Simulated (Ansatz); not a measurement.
Ag₃O⁺. The state is a triplet with charge 1. Geometry B3LYP-D4/def2-SVP.

```tsv
atom	x (Å)	y (Å)	z (Å)
Ag1	1.1829	-0.6374	1.7336
Ag2	0.5165	-0.7230	-2.0054
Ag3	-1.6977	1.3624	0.2714
O4	-0.0018	-0.0020	0.0004
```

In the def2 sets Ag takes a core potential, while STO-3G treats all electrons; there is no spin–orbit coupling. LC-ωPBE has ω = 0.4 bohr⁻¹. B3LYP takes the VWN-RPA correlation. At HF/STO-3G the charge 1 triplet is spin-contaminated (final ⟨S²⟩ up to 3.92, 2.00 for a pure state). The order of the spin states hangs on the level: the singlet lies 1.74 eV below the triplet at PBE0-D4/def2-TZVP, but 3.99 eV above it at HF/STO-3G. The structure comes from a short search, and lower isomers may exist.

Question: Estimate the α-spin orbital energies around the gap (eV) in Ansatz with HF/STO-3G, PBE-D4/def2-TZVP, B3LYP-D4/def2-TZVP, LC-ωPBE/def2-TZVP, ωB97X-V/def2-TZVP.

Answer: 
| orbital | HF/STO-3G | PBE-D4/def2-TZVP | B3LYP-D4/def2-TZVP | LC-ωPBE/def2-TZVP | ωB97X-V/def2-TZVP |
| --- | --- | --- | --- | --- | --- |
| HOMO−9 | -14.82 | -12.34 | -13.71 | -16.65 | -16.41 |
| HOMO−8 | -14.82 | -12.31 | -13.68 | -16.62 | -16.38 |
| HOMO−7 | -14.60 | -12.31 | -13.68 | -16.62 | -16.38 |
| HOMO−6 | -14.60 | -12.30 | -13.67 | -16.62 | -16.38 |
| HOMO−5 | -14.60 | -12.26 | -13.62 | -16.54 | -16.30 |
| HOMO−4 | -14.60 | -12.18 | -13.51 | -16.43 | -16.19 |
| HOMO−3 | -13.32 | -11.84 | -13.27 | -16.15 | -15.89 |
| HOMO−2 | -13.11 | -11.12 | -12.38 | -15.14 | -14.91 |
| HOMO−1 | -12.64 | -11.12 | -12.38 | -15.14 | -14.91 |
| HOMO | -9.53 | -8.81 | -8.97 | -9.68 | -9.66 |
| LUMO | -1.51 | -7.76 | -7.24 | -4.96 | -5.05 |
| LUMO+1 | -0.21 | -7.76 | -7.24 | -4.96 | -5.05 |
| LUMO+2 | 0.69 | -4.77 | -4.36 | -2.54 | -2.59 |
| LUMO+3 | 0.88 | -4.70 | -4.23 | -2.26 | -2.28 |
| LUMO+4 | 1.89 | -4.70 | -4.23 | -2.26 | -2.28 |
| LUMO+5 | 2.44 | -4.02 | -3.54 | -1.49 | -1.55 |
| β HOMO | -9.08 | -10.86 | -12.06 | -14.87 | -14.58 |
| β LUMO | -0.98 | -10.32 | -9.08 | -5.73 | -6.11 |
